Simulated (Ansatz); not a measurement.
Consider the ligand exchange at the Hf–I bond: `C[N](C)[Hf]([I])([N](C)C)[N](C)C` + HBr → `C[N](C)[Hf]([Br])([N](C)C)[N](C)C` + HI.

Program: Ansatz. Geometries: PBE0-D4/def2-TZVP. ΔE: electronic, gas phase. CCSD(T)/CBS is the MP2 limit (def2-TZVPP, def2-QZVPP) plus CCSD(T) − MP2 in def2-TZVPP, frozen cores. DFT in def2-TZVPP. B3LYP here is the variant with VWN-RPA as its local correlation; programs differ in this. HSE06 is defined as in plane-wave codes. Elements past krypton have def2 core potentials. For Br, Hf, I outer-core shells are correlated without core-valence functions, which leaves a few kJ/mol of doubt a bond. Scalar relativity is left out up to krypton. Each species was taken in one conformer, which may not be the lowest.

```tsv
level	ΔE (kJ/mol)	difference from CCSD(T)/CBS
LDA (SPW92)	-6.4	-3.0
PBE-D4	-6.6	-3.2
revPBE-D4	-8.1	-4.7
r2SCAN-D4	-7.8	-4.4
B97M-V	-13.1	-9.7
PBE0-D4	-6.0	-2.6
B3LYP-D4	-9.5	-6.1
r2SCANh-D4	-7.4	-4.0
r2SCAN0-D4	-6.8	-3.4
HSE06-D4	-5.8	-2.4
BHLYP-D4	-8.6	-5.2
CAM-B3LYP-D4	-10.7	-7.3
ωB97X-V	-8.7	-5.3
ωB97M-V	-8.0	-4.6
B2PLYP	-7.6	-4.2
PBE-QIDH	-4.0	-0.6
PBE	-8.1	-4.7
revPBE	-9.1	-5.7
BLYP	-12.9	-9.5
r2SCAN	-8.4	-5.0
PBE0	-7.7	-4.3
B3LYP	-12.0	-8.6
r2SCANh	-8.1	-4.7
HSE06	-7.5	-4.1
BHLYP	-11.9	-8.5
LC-ωPBE	-9.5	-6.1
HF/def2-SVP	-12.4	-9.0
MP2/def2-SVP	-4.7	-1.3
CCSD/def2-SVP	-8.6	-5.2
CCSD(T)/def2-SVP	-7.0	-3.6
HF/def2-TZVPP	-12.1	-8.7
SCS-MP2/def2-TZVPP	-3.3	0.1
CCSD/def2-TZVPP	-7.7	-4.3
CCSD(T)/def2-TZVPP	-5.6	-2.2
HF/def2-QZVPP	-11.4	-8.0
MP2/def2-QZVPP	2.2	5.6
SCS-MP2/def2-QZVPP	-1.7	1.7
HF/CBS(def2)	-11.3	-7.9
MP2/CBS(def2)	2.9	6.3
CCSD/CBS(def2)	-5.6	-2.2
CCSD(T)/CBS	-3.4	0
```

Largest T1 diagnostic among the species: 0.014.

In def2-TZVPP, CCSD(T) changes the Hartree–Fock value by +6.6 kJ/mol (the triples alone add +2.2 kJ/mol) and MP2 by +12.9 kJ/mol. Leaving LDA and LC-ωPBE aside and taking each functional with its dispersion term where it has one, the values spread over 9.2 kJ/mol, from B97M-V to PBE-QIDH. At CCSD(T), def2-SVP lies −3.6 kJ/mol from the extrapolated value and def2-TZVPP −2.2 kJ/mol.
